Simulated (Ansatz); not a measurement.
`CC(C)(C)O[Si]Cl`, relaxed with RKS PBE0-D4/def2-TZVP in the Gaussian-basis code of Ansatz from a PBE-D4/def2-SVP geometry. The force threshold is 0.005 eV/Å; the program also tests the step.

Total charge 0; spin multiplicity 1.

Start:

```xyz
16

C     1.098   -0.184    0.905
C    -0.202   -0.044    0.103
C    -1.405    0.145    1.031
C    -0.111    1.091   -0.923
O    -0.449   -1.293   -0.604
Si    0.167   -2.334   -1.738
Cl    2.038   -1.447   -2.362
H     1.025   -1.035    1.611
H     1.287    0.737    1.491
H     1.959   -0.353    0.231
H    -1.485   -0.704    1.738
H    -2.342    0.196    0.442
H    -1.305    1.082    1.614
H     0.740    0.932   -1.612
H    -1.045    1.148   -1.519
H     0.030    2.062   -0.409
```

```tsv
step	energy (eV)	largest force (eV/Å)	largest move (Å)
1	-26732.6802	0.927	0.000
2	-26732.7561	0.491	0.028
3	-26732.7713	0.104	0.027
4	-26732.7721	0.089	0.015
5	-26732.7729	0.056	0.030
6	-26732.7731	0.012	0.005
7	-26732.7731	0.004	0.004
```

End:

```xyz
16

C     1.090   -0.173    0.900
C    -0.193   -0.044    0.097
C    -1.389    0.137    1.015
C    -0.108    1.090   -0.910
O    -0.425   -1.277   -0.610
Si    0.140   -2.316   -1.708
Cl    1.993   -1.496   -2.362
H     1.026   -1.022    1.584
H     1.251    0.731    1.492
H     1.950   -0.313    0.244
H    -1.466   -0.701    1.709
H    -2.311    0.189    0.432
H    -1.289    1.059    1.592
H     0.744    0.957   -1.578
H    -1.020    1.135   -1.508
H     0.007    2.043   -0.389
```

Hardware: 2 threads of an AMD EPYC 7R13 on a shared host and a share of an NVIDIA H100 80 GB. Wall time 16 s, peak host memory 0.97 GiB.
